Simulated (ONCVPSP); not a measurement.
Cu: excitation energies, all-electron against ONCV

* Element: copper
* Generator: ONCVPSP 4.0.1
* Type: optimised norm-conserving Vanderbilt (ONCV)
* Functional: PBE
* Relativity: non-relativistic
* Frozen core: [Ne]
* Valence charge: 19
* Reference configuration: 3s2 3p6 3d10 4p1
* Partial waves: 3s: rc 0.90 bohr, ncon 4, nbas 9, qcut 13 1/bohr, 3 projectors, debl 3 Ha; 3p+4p: rc 1.25 bohr, ncon 3, nbas 7, qcut 12.6 1/bohr, 2 projectors; 3d: rc 1.60 bohr, ncon 4, nbas 8, qcut 10.2 1/bohr, 2 projectors, debl 3.5 Ha
* Local potential: polynomial inside 0.70 bohr (lpopt 2, dvloc0 3 Ha)
* Core correction: Teter function fitted to the true core (icmod 2), fcfact 0.35

In the s channel the program set the typed energies aside and used -4.154, 0.250, 3.250 Ha.

Energies are relative to the spin-unpolarised reference configuration 3s2 3p6 3d10 4p1; without spin polarisation the order of configurations can differ from experiment.

| valence configuration | charge | ΔE all-electron (eV) | error AE − PS (meV) |
| --- | --- | --- | --- |
| 3s2 3p6 3d10 4p0 | +1 | 3.968 | +1.6 |
| 3s2 3p6 3d9 4p0 | +2 | 25.453 | +24 |
| 3s2 3p6 3d9 4s1 4p0 | +1 | 7.870 | +52 |

(1) What are ΔE and the potential's error for 3s2 3p6 3d10 4s1 4p0?

Levels in the configuration 3s2 3p6 3d10 4s1 4p0:

| level | all-electron (eV) | pseudo (eV) |
| --- | --- | --- |
| 3s | -110.947 | -110.959 |
| 3p | -71.103 | -71.116 |
| 3d | -5.213 | -5.203 |
| 4s | -4.438 | -4.445 |

## Answers

(1) ΔE = -3.945 eV all-electron; the error (AE − PS) is +1.1 meV.
